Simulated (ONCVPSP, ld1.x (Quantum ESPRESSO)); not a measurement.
Potentials for Ag (Z = 47) compared

Generated with ld1.x 7.5 (TM, RRKJ, ultrasoft, PAW), atompaw 4.2 or ONCVPSP 4.0.1. The cutoff is in Ry: for ld1.x and atompaw files where the sum of valence levels is converged to 10 mRy in a Bessel basis, for ONCV files where the hardest occupied wave has 1 mHa per electron of residual kinetic energy. The error is the largest all-electron minus pseudo excitation energy over each file’s own four to seven test configurations (ionisations up to +4, promotions, holes and added fractions of an electron), all of which were solved. The labels leave out finer settings (local radius, basis sizes, second energies), which also bear on the numbers. Spin-polarised tests are not counted. The rows are a selection from randomly drawn settings: files with unsolved tests, undetermined cutoffs or missed reference levels are left out.

A true bound ghost makes a file unfit for plane-wave use even where its test errors are small: the radial tests pick states by their node count and pass the ghost by.

| potential | cutoff (Ry) | largest error (meV) | bound ghosts |
| --- | --- | --- | --- |
| TM, PBEsol, non-relativistic, rc 1.85/1.40/1.65 (spd), local d, core correction no, reference 4p6 4d10 5s1 5p0 | 70 | -42 | s |
| ONCV, PBE, scalar-relativistic, rc 2.45/1.30/1.50 (spd), local smoothed, core correction yes, reference 4p6 4d10 5s1, qcut 2.2/11.7/8.5, projectors 1/1/2 | 85 | -53 | s |
| ONCV, LDA (Perdew-Zunger), scalar-relativistic, rc 1.70/1.05/2.00 (spd), local smoothed, core correction yes, reference 4s2 4p6 4d9 5s2, qcut 8.4/8.9/8.8, projectors 2/2/1 | 124 | -8.2 | none |
| ONCV, LDA (Perdew-Zunger), scalar-relativistic, rc 1.75/1.25/1.55/1.70 (spdf), local smoothed, core correction no, reference 4s2 4p6 4d10 5s1, qcut 6.2/13.1/12/6.2, projectors 2/2/2/2 | 100 | -7.0 | none |
| ONCV, LDA (Perdew-Wang 92), scalar-relativistic, rc 2.55/2.00/1.10 (spd), local smoothed, core correction yes, reference 4d9 5s2, qcut 2.2/3.8/7.9, projectors 2/2/2 | 69 | -101 | s, p |
| ONCV, PW91, scalar-relativistic, rc 1.40/1.05/1.75 (spd), local smoothed, core correction yes, reference 4s2 4p6 4d10 5s1, qcut 10.6/8.4/7.6, projectors 2/2/1 | 76 | -5.9 | none |

Problem. Fill in the row for Ag: ONCV, LDA (Perdew-Wang 92), scalar-relativistic, rc 2.40/2.60/1.10 (spd), local d, core correction no, reference 4d10 5s1, qcut 2.2/2.8/9.8, projectors 2/3/0.

Solution. cutoff 73 Ry, largest error -79 meV, bound ghosts: s.
